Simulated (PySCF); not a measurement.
C4H8F2O2.
Numbering: `[CH3:1][O:2][C@@H:3]([F:4])[C@H:5]([F:6])[O:7][CH3:8]`

The computed photoelectron lines, unassigned: C 1s: 292.63 (area 2), 294.63 (area 2) eV; O 1s: 539.25 eV; F 1s: 692.56 eV.

Computed, not measured: delta-SCF UKS SCAN, pcX-2 on the ionised atom, pcseg-1 elsewhere, spin-free X2C in PySCF 2.14.0. Geometry: PBE0-D3(BJ)/def2-SVP, one conformer, isolated molecule.

**Question.** Which carbon gives which C 1s line?

**Answer.** 292.63 eV: C1/C8 (methoxy carbon); 294.63 eV: C3/C5 (sp3 C–F carbon). Lowest listed C 1s: C1/C8, bonded to O and 3 H. Highest, 2.00 eV above it: C3/C5, bonded to F, O, C and H. Summing the Pauling electronegativity differences to the bonded atoms, each weighted by its formal bond order, gives -0.16 for the lowest site and +1.97 for the highest.

Bonded neighbours of each site: C1/C8: O and 3 H; O2/O7: 2 C; C3/C5: F, O, C and H; F4/F6: C.

**Question.** Express the binding energy of O 1s of O2 (atom 2)/O7 in atomic units and per mole.

**Answer.** 539.25 eV = 19.8171 Eh = 52030 kJ/mol.

The first atom of each set that the bonding makes equivalent was ionised and stands for the set.

Conformer computed: `[CH3:1][O:2][C@@H:3]([F:4])[C@H:5]([F:6])[O:7][CH3:8]`: C1–O2–C3–F4 70°, O2–C3–C5–F6 -173°, C3–C5–O7–C8 -170°.
